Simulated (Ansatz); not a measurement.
A structure relaxed at r2SCAN-D4/def2-SVP in Ansatz, charge 1, singlet:

Cartesian coordinates in Å:
```
K -0.5876 -3.5842 -0.5230
K 1.2580 -0.3195 -0.1681
K 1.2065 4.4030 0.5768
K -2.2945 1.0576 0.4067
H -1.3458 -1.1377 -0.0354
H 0.0716 2.2693 0.3585
H 1.6918 -2.6884 -0.6154
```

(1) Give its formula and point group.

(2) Summarise the bond lengths by kind (pairs closer than 1.2 times the sum of covalent radii, bridged metal pairs left out).

## Answers

(1) the cluster K4H3⁺. Point group Cs (tolerance 0.1 Å).

(2) 1 × K–K 4.78 Å; 7 × H–K 2.43 to 2.73 Å.

Another isomer (singlet) lies 0.50 eV lower at PBE0-D4/def2-TZVP; other spin states weren't run for this one.
